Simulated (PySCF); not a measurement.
Electron correlation in P (phosphorus, neutral)

[Ne] 3s2 3p3, high-spin 4S determinant. All numbers are calculated (PySCF 2.14, scalar relativity by spin-free X2C-1e, in x2c-TZVPall (5s5p2d1f, 37 functions)). Frozen: [Ne]; 5 electrons correlated.

MP2 pair energies summed by pair of shells (mhartree):

| pair | energy | share (%) |
| --- | --- | --- |
| 3s-3p | -52.66 | 64.9 |
| 3p-3p | -18.35 | 22.6 |
| 3s-3s | -10.17 | 12.5 |

Total MP2 correlation energy: -81.19 mhartree.

Same-spin part -22.27 and opposite-spin part -58.92 mhartree; SCS-MP2 scales them by 1/3 and 6/5 to -78.13 mhartree.

```
  level  correlation energy (mhartree)
   CCSD                         -99.53
    (T)                          -3.72
CCSD(T)                        -103.25
```

Diagnostics: T1 = 0.0039, D1 = 0.0066, largest double amplitude 0.062.

Task: Is a single reference adequate?

Result: Yes: T1 lies below 0.03 and no double amplitude reaches 0.07.
